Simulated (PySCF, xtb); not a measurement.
FOS, SMILES F[S]=O (connectivity only; charge and spin as stated), charge -1, multiplicity 1.

GFN2-xTB in xtb at its own geometry gives an orbital gap of 1.84 eV.

Coordinates come from a PBE0-D3(BJ)/def2-TZVPD optimisation. The spin state was assumed, not searched. The isomer is the one that the SMILES or the coordinates give; other isomers of the formula were not compared.

### Question
What does PBE/def2-TZVPD (PySCF) give? (The exact figures need the calculation; the answer reports its results.)

### Answer
gap 1.58 eV (levels 2.01 and 3.59 eV).
